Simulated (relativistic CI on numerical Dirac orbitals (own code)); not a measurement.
**Forbidden lines of Mo²⁴⁺**

Computed by Dirac-Coulomb-Breit CI, separate exchange-only KLI orbitals for each configuration, QED by a radiative potential, unscaled Slater integrals (own radial code, finite nucleus).

Configuration list (outside the closed core [Ne]): 3s2.3p6, 3s2.3p5.3d, 3s.3p6.3d, 3s2.3p5.4s, 3s2.3p5.4p, 3s2.3p5.4d, 3s.3p6.4s, 3p6.3d.4p, 3s2.3p5.4f, 3s.3p6.4p, 3s.3p6.4d, 3s.3p6.4f, 3s2.3p5.5s, 3s2.3p5.5p, 3s2.3p5.5d, 3s2.3p5.5f, 3s2.3p5.5g, 3s.3p6.5s, 3s.3p6.5p, 3s.3p6.5d, 3s2.3p5.6s, 3s2.3p5.6p, 3p6.3d2, 3p5.3d3, 3p5.3d2.4s, 3p5.3d2.4p, 3p5.3d2.4d, 3p6.3d.4s, 3p5.3d.4s2, 3p5.3d.4s.4p, 3p5.3d.4s.4d. Double excitations out of closed p, d and f shells are left out; levels of such configurations are missing from the list, as are those of other unlisted configurations, and high levels can miss mixing partners. These lack a partner that the ground configuration has and come out too high: 3s2.3p5.4f, 3s2.3p5.5s, 3s2.3p5.5p, 3s2.3p5.5d, 3s2.3p5.5f.

```tsv
λ vac (nm)	Lower	Upper	Type	A (s⁻¹)	log gf
2.6517	3s2.3p5.3d 3P°_0 [2]	3s2.3p5.4s 3P°_2 [27]	E2	2.78e+07	-4.83
2.6669	3s2.3p5.3d 3P°_1 [3]	3s2.3p5.4s 3P°_2 [27]	E2	7.64e+07	-4.39
2.6900	3s2.3p5.3d 3F°_2 [10]	3s2.3p5.4s 3P°_0 [62]	E2	2.68e+08	-4.54
2.6960	3s2.3p5.3d 3F°_3 [4]	3s2.3p5.4s 3P°_2 [27]	E2	8.34e+07	-4.34
2.6971	3s2.3p5.3d 3P°_2 [5]	3s2.3p5.4s 3P°_2 [27]	E2	1.14e+08	-4.21
2.6975	3p5.3d3 5F°_3 [31]	3p5.3d2.4s 5G°_5 [288]	E2	5.45e+07	-4.18
2.6994	3p5.3d3 5F°_4 [33]	3p5.3d2.4s 5G°_6 [291]	E2	4.25e+07	-4.22
2.7043	3s2.3p5.3d 3F°_4 [6]	3s2.3p5.4s 3P°_2 [27]	E2	2.23e+08	-3.91
2.7108	3p6.3d2 3F_2 [18]	3p6.3d.4s 3D_1 [231]	E2	2.14e+08	-4.15
2.7148	3p5.3d3 5F°_5 [35]	3p5.3d2.4s 5G°_6 [291]	E2	8.37e+07	-3.92
2.7165	3p5.3d3 3H°_6 [52]	3p5.3d2.4s 3H°_6 [310]	E2	8.56e+07	-3.91
2.7225	3p6.3d2 3F_4 [20]	3p6.3d.4s 3D_3 [237]	E2	2.62e+08	-3.69
2.7242	3s2.3p5.3d 3D°_2 [11]	3s2.3p5.4s 3P°_0 [62]	E2	2.97e+08	-4.48
2.7312	3p5.3d3 5D°_4 [39]	3p5.3d2.4s 5G°_5 [288]	E2	6.46e+07	-4.10
2.7323	3p6.3d2 3F_3 [19]	3p6.3d.4s 3D_1 [231]	E2	1.22e+08	-4.39
2.7327	3p5.3d3 3I°_7 [55]	3p5.3d2.4s 3H°_6 [310]	E2	1.73e+08	-3.60
2.7331	3p5.3d3 5G°_6 [40]	3p5.3d2.4s 5G°_6 [291]	E2	1.71e+08	-3.60
2.7411	3p5.3d3 5G°_6 [40]	3p5.3d2.4s 5G°_5 [288]	E2	8.26e+07	-3.99
2.7556	3s2.3p5.3d 3D°_3 [8]	3s2.3p5.4s 3P°_2 [27]	E2	7.24e+07	-4.38
2.7626	3p6.3d2 1G_4 [24]	3p6.3d.4s 1D_2 [238]	E2	3.37e+08	-3.71
```

Terms are leading LS components. Brackets give the number of a level in order of energy, since labels repeat. The list gives strong lines, with weight on those to low levels, among the lowest 400 of 1344 levels, so that lines to higher ones, which can be the strongest, are missing. Levels whose partners in the same complex of configurations lie outside the list can be far off, and so can their lines. Rates are taken at the computed energies, electric ones in the length gauge.

At this charge energies of transitions that change n are usually good to better than 1 %, and those within a shell (Δn = 0) to a few per cent.

(1) From the table, what is the radiative lifetime of 3s2.3p5.4s 3P°_2?

Results:

(1) The listed rates from this level add up to about 5.97e+08 s⁻¹, 98 % of its decay; with all channels τ = 1.64e-09 s.

LS names give the leading component of a level, which can be under half, so a name can repeat, a term be missing and a line seem to break the LS rules.
